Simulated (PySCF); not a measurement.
# Working out the ionisation energy of Cr⁺

Cr⁺ [Ar] 3d5 (6S) → Cr²⁺ [Ar] 3d4 (5D). Calculation: PySCF 2.14, in aug-cc-pVDZ; no relativity, point nucleus. Frozen: [Ar]. Energies in hartree (1 hartree = 27.21139 eV):

```csv
part,Cr⁺ (lower),Cr²⁺ (upper)
UHF,-1043.137869,-1042.579788
MP2 opposite-spin,0.000000,0.000000
MP2 same-spin,-0.065700,-0.031720
```

**Question.** What does Hartree-Fock give?

**Answer.** (-1042.579788) − (-1043.137869) = 0.558081 hartree = 15.186 eV.

**Question.** What do MP2 and SCS-MP2 (6/5 opposite-spin, 1/3 same-spin) give?

**Answer.** The opposite-spin parts differ by 0.000 eV and the same-spin parts by 0.925 eV. MP2: 15.186 + (0.000) + (0.925) = 16.111 eV. SCS-MP2: 15.186 + 1.2 × (0.000) + (0.925)/3 = 15.494 eV.

Reference: 16.486 eV (measured; NIST Atomic Spectra Database, ionization energies), between the lowest levels; spin-orbit coupling is absent from the calculation.

The calculation is non-relativistic.

A double-zeta basis recovers only part of the correlation energy.

What remains against the reference includes basis incompleteness, the frozen core and correlation beyond second order.
